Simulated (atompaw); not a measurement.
What one change does to a pseudopotential (Fe, PAW (atompaw))

iron (Fe), PAW, made with atompaw 4.2.0.5 (PBEsol, scalar-relativistic). Core [Ar], reference 3d6 4s2 4p0. Waves: 4s (bound): rc 1.95 bohr; 4s channel at 0.25 Ry: rc 1.95 bohr; 4p (bound, empty): rc 2.15 bohr; 4p channel at 0.3 Ry: rc 2.15 bohr; 3d (bound): rc 2.15 bohr; 3d channel at -0.2 Ry: rc 2.15 bohr. Local part: bessel scheme, radius 2.05 bohr. Core correction: smooth core density matched at 1.80 bohr. Augmentation charge: besselshape compensation charge, radius 2.05 bohr; PAW radius 2.15 bohr; waves and projectors: custom polynom vanderbiltortho.

Change: wave 3d (bound): rc 2.15 bohr becomes 3d (bound): rc 1.82 bohr.

Cutoffs: the cutoffs (Ry, on a coarse ladder) from which the occupation-weighted sum of valence levels, in a spherical-Bessel basis at the reference potential, stays within 10 and 1 mRy of its value at 400 Ry; they do not see the model core or the augmentation charge, which bear on the density cutoff.

Problem. What does the change do?

Solution. The potential gets harder (21 Ry and 40 Ry → 40 Ry and 55 Ry); both files keep a bound ghost (p, s).

```tsv
quantity	base	changed
cutoff, loose	21 Ry	40 Ry
cutoff, tight	40 Ry	55 Ry
loose cutoff by channel (10 mRy a level)	s 10 Ry, d 18 Ry	s 10 Ry, d 25 Ry
bound ghosts	s, p	s, p
s: phases at 2.15 bohr within 0.05 rad from the reference energy up to (Ry; the scan ends near 5)	to the end of the scan	to the end of the scan
p: phases at 2.15 bohr within 0.05 rad from the reference energy up to (Ry; the scan ends near 5)	to the end of the scan	to the end of the scan
d: phases at 2.15 bohr within 0.05 rad from the reference energy up to (Ry; the scan ends near 5)	2.0	2.1
lowest overlap eigenvalue by channel	s 0.43, p 0.69, d 0.97	s 0.43, p 0.69, d 0.35
```

 A true bound ghost makes a file unfit for plane-wave use even where its test errors are small: the radial tests pick states by their node count and pass the ghost by. The cutoffs see the waves, projectors and local potential, not the compensation charge or the core.
